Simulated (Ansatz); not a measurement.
Molecular dynamics of ClFH₄OW

Input:

```yaml
crystal:
  periodic: [false, false, false]
  atoms:
    - { symbol: W, position_ang: [-0.085101, 0.28409, 0.237365] }
    - { symbol: O, position_ang: [-0.414519, 0.003563, 2.086668] }
    - { symbol: H, position_ang: [-0.526519, -0.863214, 2.531084] }
    - { symbol: H, position_ang: [1.455949, 0.007239, -0.403308] }
    - { symbol: F, position_ang: [0.054552, 2.101206, -0.113363] }
    - { symbol: H, position_ang: [-1.341421, 0.125899, -0.88479] }
    - { symbol: Cl, position_ang: [-0.20399, -2.104525, 0.35071] }
    - { symbol: H, position_ang: [0.151548, -0.375658, -1.307267] }
basis:
  gaussian: { orbitals: def2-SVP }
hamiltonian:
  xc: pbe
md:
  timestep: 0.5
  n_steps: 150
  ensemble: nvt_langevin
  temperature: 100.0
  initial_velocities: maxwell_boltzmann
  seed: 895709
  friction: 0.001
  temperature_schedule:
    - { n_steps: 37, end_temperature: 100.0 }
    - { n_steps: 113, end_temperature: 25.0 }
```

Run as:

```bash
$ ansatz run input.yaml --threads 1 --pin off --max-ram 2048MiB --backend cpu --events-out ev --progress --plain --runs-dir out
```

It starts from a relaxed structure.

Output, in part (one step line in 6, the closing report, with atoms numbered from 0):

```
md step     0: t =     0.00 fs  T =    87.5 K (target 100.0 K)  F+E_penalty+E_count = -19163.11652834 eV  E_kin = 0.090482 eV  (31 SCF iters)
md step     6: t =     3.00 fs  T =    70.5 K (target 100.0 K)  F+E_penalty+E_count = -19163.10054207 eV  E_kin = 0.072878 eV  (33 SCF iters)
md step    12: t =     6.00 fs  T =    56.5 K (target 100.0 K)  F+E_penalty+E_count = -19163.08507302 eV  E_kin = 0.058420 eV  (33 SCF iters)
md step    18: t =     9.00 fs  T =    41.9 K (target 100.0 K)  F+E_penalty+E_count = -19163.06849450 eV  E_kin = 0.043327 eV  (32 SCF iters)
md step    24: t =    12.00 fs  T =    21.9 K (target 100.0 K)  F+E_penalty+E_count = -19163.04866936 eV  E_kin = 0.022693 eV  (34 SCF iters)
md step    30: t =    15.00 fs  T =    31.0 K (target 100.0 K)  F+E_penalty+E_count = -19163.05589147 eV  E_kin = 0.032039 eV  (33 SCF iters)
md step    36: t =    18.00 fs  T =    43.7 K (target 100.0 K)  F+E_penalty+E_count = -19163.06837436 eV  E_kin = 0.045209 eV  (33 SCF iters)
md step    42: t =    21.00 fs  T =    50.3 K (target 97.0 K)  F+E_penalty+E_count = -19163.07853746 eV  E_kin = 0.052001 eV  (33 SCF iters)
md step    48: t =    24.00 fs  T =    68.4 K (target 93.0 K)  F+E_penalty+E_count = -19163.09485481 eV  E_kin = 0.070683 eV  (34 SCF iters)
md step    54: t =    27.00 fs  T =    63.6 K (target 89.0 K)  F+E_penalty+E_count = -19163.08939066 eV  E_kin = 0.065808 eV  (33 SCF iters)
md step    60: t =    30.00 fs  T =    54.9 K (target 85.1 K)  F+E_penalty+E_count = -19163.07995553 eV  E_kin = 0.056752 eV  (33 SCF iters)
md step    66: t =    33.00 fs  T =    48.6 K (target 81.1 K)  F+E_penalty+E_count = -19163.07170571 eV  E_kin = 0.050305 eV  (33 SCF iters)
md step    72: t =    36.00 fs  T =    28.9 K (target 77.1 K)  F+E_penalty+E_count = -19163.05341933 eV  E_kin = 0.029872 eV  (33 SCF iters)
md step    78: t =    39.00 fs  T =    37.5 K (target 73.1 K)  F+E_penalty+E_count = -19163.05776820 eV  E_kin = 0.038755 eV  (33 SCF iters)
md step    84: t =    42.00 fs  T =    40.2 K (target 69.1 K)  F+E_penalty+E_count = -19163.05968778 eV  E_kin = 0.041569 eV  (33 SCF iters)
md step    90: t =    45.00 fs  T =    42.7 K (target 65.2 K)  F+E_penalty+E_count = -19163.06094125 eV  E_kin = 0.044139 eV  (33 SCF iters)
md step    96: t =    48.00 fs  T =    60.1 K (target 61.2 K)  F+E_penalty+E_count = -19163.07951060 eV  E_kin = 0.062192 eV  (34 SCF iters)
md step   102: t =    51.00 fs  T =    62.7 K (target 57.2 K)  F+E_penalty+E_count = -19163.08165870 eV  E_kin = 0.064879 eV  (33 SCF iters)
md step   108: t =    54.00 fs  T =    57.2 K (target 53.2 K)  F+E_penalty+E_count = -19163.07667638 eV  E_kin = 0.059169 eV  (33 SCF iters)
md step   114: t =    57.00 fs  T =    55.5 K (target 49.2 K)  F+E_penalty+E_count = -19163.07618429 eV  E_kin = 0.057348 eV  (33 SCF iters)
md step   120: t =    60.00 fs  T =    38.0 K (target 45.2 K)  F+E_penalty+E_count = -19163.05688440 eV  E_kin = 0.039332 eV  (33 SCF iters)
md step   126: t =    63.00 fs  T =    35.1 K (target 41.3 K)  F+E_penalty+E_count = -19163.05346163 eV  E_kin = 0.036331 eV  (33 SCF iters)
md step   132: t =    66.00 fs  T =    42.0 K (target 37.3 K)  F+E_penalty+E_count = -19163.06153182 eV  E_kin = 0.043420 eV  (33 SCF iters)
md step   138: t =    69.00 fs  T =    41.4 K (target 33.3 K)  F+E_penalty+E_count = -19163.06275063 eV  E_kin = 0.042832 eV  (33 SCF iters)
md step   144: t =    72.00 fs  T =    60.7 K (target 29.3 K)  F+E_penalty+E_count = -19163.08264841 eV  E_kin = 0.062736 eV  (33 SCF iters)
md step   150: t =    75.00 fs  T =    66.7 K (target 25.3 K)  F+E_penalty+E_count = -19163.08804768 eV  E_kin = 0.068938 eV  (32 SCF iters)
Total energy: -19163.08810912 eV, -704.2304988024 hartree
Atom 0 at    -0.062381     0.286070     0.242586 Å, force     0.190145    -0.631427     0.473086 eV/Å
Atom 1 at    -0.376338     0.055668     2.117905 Å, force     0.019814     0.211966    -0.278669 eV/Å
Atom 2 at    -0.604959    -0.735515     2.648946 Å, force     0.066969     0.005128    -0.128416 eV/Å
Atom 3 at     1.436228    -0.086788    -0.456800 Å, force    -0.084530    -0.008709    -0.051183 eV/Å
Atom 4 at     0.173730     2.052050    -0.238930 Å, force     0.027883     0.308020     0.043139 eV/Å
Atom 5 at    -1.394171     0.192629    -0.761750 Å, force    -0.165546    -0.066639    -0.267562 eV/Å
Atom 6 at    -0.268950    -2.092441     0.384436 Å, force    -0.004079     0.113154    -0.035640 eV/Å
Atom 7 at     0.082315    -0.359092    -1.339527 Å, force    -0.050657     0.068508     0.245244 eV/Å
Dipole moment:    -0.058267     0.162048     0.344382 e Å
```

The run went to its last step. The schedule's set-point averaged 50 K over the second half and the system 49 K. A run of 0.075 ps of so small a system gives no equilibrium averages.

The same pairs are bonded in the first frame and the last. Pairs count as bonded within 1.25 times the sum of covalent radii (0.12 Å more for H–H).

Last frame:

```xyz
8
Properties=species:S:1:pos:R:3
W -0.062 0.286 0.243
O -0.376 0.056 2.118
H -0.605 -0.736 2.649
H 1.436 -0.087 -0.457
F 0.174 2.052 -0.239
H -1.394 0.193 -0.762
Cl -0.269 -2.092 0.384
H 0.082 -0.359 -1.339
```

Time of the run: 10 min on 1 thread of Arm Neoverse V1, with other jobs on the host, peak memory 0.14 GiB.
